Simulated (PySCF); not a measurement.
**Substituent chemical shifts**

Parent skeleton `[SiH3:1][Cl:2]`; one hydrogen on atom 1 is replaced by X. Hydrogens on one atom are averaged.

Level of theory: structure optimised with GFN2-xTB, NMR shieldings at PBE0/pcSseg-1/GIAO, in PySCF 2.14 (averaged over atoms made equivalent by symmetry, fast rotation or ring inversion, relativity neglected, single conformer, no solvent).

Chemical shifts δ = σref − σ; 29Si, 1H vs TMS; 35Cl vs HCl, all at this level.

Parent (X = H): Si1 -41.4, Cl2 -110.5, H(Si1) 5.02 ppm. Effects are Δδ = δ(X) − δ(H), positive for deshielding.

(1) Give Δδ (ppm) for X = isopropenyl, propynyl, 2-furyl, CH2CN.

(2) Which position responds most, and to which substituents?

## Answers

(1) 
```
          X           SMILES    Si1    Cl2  H(Si1)
isopropenyl   C=C(C)[SiH2]Cl  +23.2  +52.8   +0.20
   propynyl     CC#C[SiH2]Cl   -6.1  +70.1   +0.21
    2-furyl  Cl[SiH2]c1ccco1   +7.5  +23.3   +0.62
      CH2CN     N#CC[SiH2]Cl  +26.1  +52.2   +0.17
```

(2) Cl2: from +23.3 ppm with 2-furyl to +70.1 ppm with propynyl.
